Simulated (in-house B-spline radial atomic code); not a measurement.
Ionising In6+ with different functionals

Computed with an all-electron radial atomic-structure program (B-spline basis): scalar-relativistic (spin-free X2C) Hamiltonian, Fermi nucleus of rms radius 4.6156 fm, spin-polarised at highest spin, spherical fractional occupations for the functionals, the average over the highest-spin determinants for Hartree-Fock. The ionisation energy is the difference of two self-consistent energies, [Kr] 4d7 → [Kr] 4d6, without Breit or QED terms; ε is the level of the shell that loses the electron (its least bound occupied spin orbital). There is no spin-orbit coupling in this Hamiltonian.

Hybrids are left out here: with spherical fractional occupations of an open shell their exact exchange keeps a self-interaction that integer-occupation calculations don't have.

```
           method          rung  ΔSCF (eV)  -ε(4d) (eV)
     Hartree-Fock  Hartree-Fock     108.96       110.31
         LDA VWN5           LDA     111.28       101.54
         LDA PW92           LDA     111.28       101.54
LDA exchange-only           LDA     109.03        99.37
              PBE           GGA     110.92       101.21
           PBEsol           GGA     110.91       101.20
             BLYP           GGA     110.75       101.03
             RPBE           GGA     110.86       101.15
             PW91           GGA     111.04       101.32
             BP86           GGA     111.04       101.32
             AM05           GGA     110.99       101.27
             OLYP           GGA     111.25       101.52
             TPSS      meta-GGA     110.75       101.07
             SCAN      meta-GGA     110.51       100.99
           r2SCAN      meta-GGA     110.52       101.01
          revTPSS      meta-GGA     110.67       101.00
```

(1) How do they compare with the NIST value?

## Answers

(1) NIST lists 109 eV ± 2 (tabulated theory, ground level to ground level). Errors run from -0.04 to +2.28 eV; all lie within about twice that uncertainty, so the table can't rank the methods. Hartree-Fock also lacks correlation.
